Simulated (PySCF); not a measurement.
PySCF input (M06-2X/6-31G* (5d)):

```python
from pyscf import gto, dft

mol = gto.M(
    atom='''
    C     1.37220900    0.05692000    0.27367700
    C    -0.09950900   -0.02585400    0.32379300
    F    -0.66707600    1.09109800   -0.23801800
    F    -0.54759400   -1.11787300   -0.37767500
    H     1.85314700    1.01834500    0.36869200
    H     1.95428900   -0.85154700    0.25047200
    H    -0.51160800   -0.11221800    1.33725200
    ''',
    basis='6-31g*',
    charge=0,
    spin=1,
    verbose=4,
)

mf = dft.UKS(mol, xc='m062x')
mf.grids.level = 4
mf.conv_tol = 1e-9
mf.max_cycle = 100
mf.max_memory = 1500
mf.kernel()
if not mf.converged:
    mf = mf.newton()
    mf.kernel(mf.make_rdm1())
mo, _, stable, _ = mf.stability(return_status=True)
if not stable:
    mf.kernel(mf.make_rdm1(mo, mf.mo_occ))
    stable = mf.stability(return_status=True)[2]
mf.dip_moment()
```

From the output:

```
direct_scf = True
direct_scf_tol = 1e-13
number electrons alpha = 17  beta = 16
XC library pyscf.dft.libxc version 7.1.2
    S. Lehtola, C. Steigemann, M. J. T. Oliveira, and M. A. L. Marques,  SoftwareX 7, 1–5 (2018)
XC functionals = m062x
    Y. Zhao and D. G. Truhlar,  Theor. Chem. Acc. 120, 215 (2008)
    Y. Zhao and D. G. Truhlar,  Theor. Chem. Acc. 120, 215 (2008)
radial grids:
    Treutler-Ahlrichs [JCP 102, 346 (1995); DOI:10.1063/1.469408] (M4) radial grids

becke partition: Becke, JCP 88, 2547 (1988); DOI:10.1063/1.454033
pruning grids: <function nwchem_prune>
grids dens level: 4
symmetrized grids: False
atomic radii adjust function: <function treutler_atomic_radii_adjust>
small_rho_cutoff = 0
Set gradient conv threshold to 3.16228e-05
tot grids = 162016
init E= -277.846658823128
  alpha nocc = 17  HOMO = -0.182141332756676  LUMO = 0.101676561699534
  beta  nocc = 16  HOMO = -0.377833450495086  LUMO = -0.182141332756674

WARN: HOMO -0.182141332756676 >= LUMO -0.182141332756674

cycle= 1 E= -277.416550391323  delta_E= 0.43  |g|= 0.49  |ddm|= 1.62
  alpha nocc = 17  HOMO = -0.317398661943415  LUMO = 0.128599226301048
  beta  nocc = 16  HOMO = -0.382962876088993  LUMO = -0.0639207948588494
  HOMO = -0.317398661943  LUMO = -0.0639207948588  gap/eV = 6.89748
cycle= 2 E= -277.403125970887  delta_E= 0.0134  |g|= 0.577  |ddm|= 0.62
  alpha nocc = 17  HOMO = -0.296187089423352  LUMO = 0.160780600252798
  beta  nocc = 16  HOMO = -0.412406566306102  LUMO = -0.0357619170770183
  HOMO = -0.296187089423  LUMO = -0.035761917077  gap/eV = 7.08653
cycle= 3 E= -277.510903554171  delta_E= -0.108  |g|= 0.0218  |ddm|= 0.332
  alpha nocc = 17  HOMO = -0.30166542262267  LUMO = 0.16531957996159
  beta  nocc = 16  HOMO = -0.41157375697303  LUMO = -0.0317252309929716
  HOMO = -0.301665422623  LUMO = -0.031725230993  gap/eV = 7.34545
cycle= 4 E= -277.511341184755  delta_E= -0.000438  |g|= 0.0106  |ddm|= 0.035
  alpha nocc = 17  HOMO = -0.299879314645707  LUMO = 0.16523946731523
  beta  nocc = 16  HOMO = -0.412674104685529  LUMO = -0.0271152888810917
  HOMO = -0.299879314646  LUMO = -0.0271152888811  gap/eV = 7.42229
cycle= 5 E= -277.511425272856  delta_E= -8.41e-05  |g|= 0.00374  |ddm|= 0.0143
  alpha nocc = 17  HOMO = -0.301434527701433  LUMO = 0.165250988651063
  beta  nocc = 16  HOMO = -0.412542650270117  LUMO = -0.0272696392542344
  HOMO = -0.301434527701  LUMO = -0.0272696392542  gap/eV = 7.46041
cycle= 6 E= -277.511439764777  delta_E= -1.45e-05  |g|= 0.000996  |ddm|= 0.00622
  alpha nocc = 17  HOMO = -0.301526134023345  LUMO = 0.165186249203844
  beta  nocc = 16  HOMO = -0.412546338010246  LUMO = -0.0270240251540255
  HOMO = -0.301526134023  LUMO = -0.027024025154  gap/eV = 7.46958
cycle= 7 E= -277.511441294847  delta_E= -1.53e-06  |g|= 0.000196  |ddm|= 0.00237
  alpha nocc = 17  HOMO = -0.30153523813069  LUMO = 0.165210400270272
  beta  nocc = 16  HOMO = -0.41253064514461  LUMO = -0.0270139632454165
  HOMO = -0.301535238131  LUMO = -0.0270139632454  gap/eV = 7.47010
cycle= 8 E= -277.511441367857  delta_E= -7.3e-08  |g|= 4.83e-05  |ddm|= 0.000525
  alpha nocc = 17  HOMO = -0.30153535081963  LUMO = 0.165210578842663
  beta  nocc = 16  HOMO = -0.412529864151316  LUMO = -0.0270188878670314
  HOMO = -0.30153535082  LUMO = -0.027018887867  gap/eV = 7.46997
cycle= 9 E= -277.511441371985  delta_E= -4.13e-09  |g|= 1.43e-05  |ddm|= 0.000125
  alpha nocc = 17  HOMO = -0.3015338202357  LUMO = 0.165210857492992
  beta  nocc = 16  HOMO = -0.412529487866389  LUMO = -0.0270202573652623
  HOMO = -0.301533820236  LUMO = -0.0270202573653  gap/eV = 7.46989
cycle= 10 E= -277.511441372438  delta_E= -4.53e-10  |g|= 4.4e-06  |ddm|= 4.51e-05
  alpha nocc = 17  HOMO = -0.301534417380541  LUMO = 0.165210544842452
  beta  nocc = 16  HOMO = -0.412529751395536  LUMO = -0.0270209465117839
  HOMO = -0.301534417381  LUMO = -0.0270209465118  gap/eV = 7.46989
Extra cycle  E= -277.511441372465  delta_E= -2.64e-11  |g|= 2.4e-06  |ddm|= 9.01e-06
converged SCF energy = -277.511441372465  <S^2> = 0.75479514  2S+1 = 2.0047894
uhf_internal: lowest eigs of H = [0.43389078 0.51292951 0.58542494]
<class 'pyscf.dft.uks.UKS'> wavefunction is stable in the internal stability analysis
Dipole moment(X, Y, Z, Debye):  1.57813, -0.01137,  1.53015
```

The geometry given is a B3LYP-D3(BJ)/def2-TZVP minimum.
